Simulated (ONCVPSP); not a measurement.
u(r) = r·R(r): atom against pseudo-atom (copper)

Columns: radius, all-electron u(r) and pseudo u(r) of the 3s shell (level -114.70 eV) of copper in the configuration [Ne] 3s2 3p6 3d10 4s1; PBE, scalar-relativistic, ONCV scheme, ONCVPSP 4.0.1.

```csv
r (bohr),all-electron,pseudo
0.073,-0.0715,0.2469
0.146,-0.6884,0.4817
0.219,-0.5092,0.6932
0.292,0.0323,0.8723
0.365,0.5787,1.0125
0.438,0.9839,1.1104
0.511,1.2208,1.1651
0.584,1.3163,1.1792
0.657,1.3098,1.1570
0.730,1.2385,1.1047
0.803,1.1311,1.0293
0.876,1.0081,0.9385
0.949,0.8824,0.8393
1.022,0.7621,0.7380
1.095,0.6513,0.6393
1.168,0.5521,0.5470
1.241,0.4650,0.4633
1.314,0.3896,0.3891
1.387,0.3251,0.3250
1.460,0.2702,0.2701
1.533,0.2239,0.2239
1.606,0.1852,0.1851
1.679,0.1528,0.1527
1.752,0.1258,0.1258
1.825,0.1035,0.1034
1.898,0.0850,0.0849
```

Task: How many radial nodes do the two functions have?

Result: The all-electron 3s function has n − l − 1 = 2 (the table is too coarse to show those close to the nucleus); the pseudo-wave has 0, since the states of the same l below it are removed with the core.

Task: At about which radius was the pseudo-wave matched?

Result: 1.46 bohr, where the columns begin to agree (steps of 0.07 bohr).

Task: Is the pseudo-wave norm-conserving?

Result: Yes: the ONCV scheme keeps the norm inside the radius equal to the all-electron one, which fixes the energy derivative of the logarithmic derivative at the level.
